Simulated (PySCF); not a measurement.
3-ethynylthiophene (C6H4S), SMILES C#Cc1ccsc1. Coordinates come from a B3LYP-D3(BJ)/def2-SVP optimisation.

Computed equilibrium geometry at B3LYP-D3(BJ)/def2-SVP (PySCF confirms it by a frequency run) as a Z-matrix, and its point group:
point group Cs.
```
C
C 1 1.3839
H 2 1.0881 1 127.09
C 1 1.4259 2 124.09 3 0.00
C 4 1.2140 2 153.03 3 0.00
H 5 1.0734 2 161.67 3 0.00
C 1 1.4408 2 111.75 3 180.00
C 7 1.3680 1 112.68 2 0.00
H 8 1.0887 7 128.09 1 180.00
H 7 1.0899 8 124.20 9 0.00
S 2 1.7223 3 120.93 1 180.00
```
